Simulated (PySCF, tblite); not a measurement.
Isomers of [C8H16P]+ (charge +1), one GFN2-xTB conformer each. Single-point energies are computed at PBE0/pcSseg-1 (PySCF, gas phase, no added dispersion term), electronic only.

**Question.** Rank them by PBE0/pcSseg-1 energy, lowest first (kcal/mol).
A. `[CH:1]#[C:2][P@H+:3]([CH2:4][CH3:5])[C:6]([CH3:7])([CH3:8])[CH3:9]` (charge +1) with C2–P3–C4–C5 61°
B. `C1C[C@H]2CCC[C@@H](C1)[PH2+]2`
C. `[CH2:1]=[C:2]([CH3:3])[P+:4]([CH3:5])([CH3:6])[CH:7]1[CH2:8][CH2:9]1` (charge +1) with C1–C2–P4–C5 27°, C2–P4–C7–C8 -15°
D. `[CH2:1]=[CH:2][P@H+:3]1[C@H:4]([CH2:5][CH3:6])[C@@H:7]1[CH2:8][CH3:9]` (charge +1) with C1–C2–P3–C4 151°, P3–C4–C5–C6 76°, C4–C7–C8–C9 81°
E. `[CH2:1]=[C:2]([CH3:3])[PH+:4]([CH2:5][CH3:6])[C:7](=[CH2:8])[CH3:9]` (charge +1) with C1–C2–P4–C5 -117°, C2–P4–C5–C6 168°, C2–P4–C7–C8 106°
F. `[CH2:1]=[CH:2][P@@H+:3]1[CH2:4][CH2:5][C@H:6]([CH2:7][CH3:8])[CH2:9]1` (charge +1) with C1–C2–P3–C4 -124°, C5–C6–C7–C8 167°, C2–P3–C4–C5 -136°, P3–C4–C5–C6 36°, C4–C5–C6–C7 71°, C5–C6–C9–P3 38°

**Answer.** B (0.0), F (9.7), C (13.6), E (24.3), D (41.3), A (42.2).

Neighbours under 5.0 kcal/mol apart (C=C[P@@H+]1CC[C@H](CC)C1 and C=C(C)[P+](C)(C)C1CC1; C=C[P@H+]1[C@H](CC)[C@@H]1CC and C#C[P@H+](CC)C(C)(C)C) can change places with a better method, another conformer or zero-point energy. GFN2-xTB itself gives, in the same order: 0.0, 22.9, 32.4, 42.7, 57.5, 50.6. Both levels put the same isomer lowest; measured from each level's own lowest isomer, the values differ by up to 18.8 kcal/mol (C=C(C)[P+](C)(C)C1CC1: 32.4 against 13.6).

**Question.** Which frontier levels and rotational constants go with these structures?

**Answer.** 
| SMILES | HOMO (eV, PBE0/pcSseg-1) | LUMO (eV) | A, B, C (MHz) |
| --- | --- | --- | --- |
| C1C[C@H]2CCC[C@@H](C1)[PH2+]2 | -12.85 | -4.20 | 1715, 1505, 1378 |
| C=C[P@@H+]1CC[C@H](CC)C1 | -12.75 | -5.40 | 2007, 952.1, 771.8 |
| C=C(C)[P+](C)(C)C1CC1 | -12.22 | -4.94 | 1480, 1232, 1070 |
| C=C(C)[PH+](CC)C(=C)C | -12.21 | -5.26 | 1447, 1137, 849.3 |
| C=C[P@H+]1[C@H](CC)[C@@H]1CC | -12.11 | -5.57 | 1641, 906.1, 635.1 |
| C#C[P@H+](CC)C(C)(C)C | -12.94 | -5.03 | 1693, 1083, 806.6 |

**Question.** What happens when harmonic zero-point energies from GFN2-xTB frequencies are added?

**Answer.** 
| SMILES | ZPE (kcal/mol) | electronic (kcal/mol) | with ZPE (kcal/mol) |
| --- | --- | --- | --- |
| C1C[C@H]2CCC[C@@H](C1)[PH2+]2 | 139.4 | 0.0 | 0.0 |
| C=C[P@@H+]1CC[C@H](CC)C1 | 136.3 | 9.7 | 6.7 |
| C=C(C)[P+](C)(C)C1CC1 | 134.4 | 13.6 | 8.6 |
| C=C(C)[PH+](CC)C(=C)C | 133.3 | 24.3 | 18.2 |
| C=C[P@H+]1[C@H](CC)[C@@H]1CC | 134.7 | 41.3 | 36.6 |
| C#C[P@H+](CC)C(C)(C)C | 133.8 | 42.2 | 36.6 |

The zero-point energies span 6.1 kcal/mol. The lowest isomer stays, but the order above it changes.
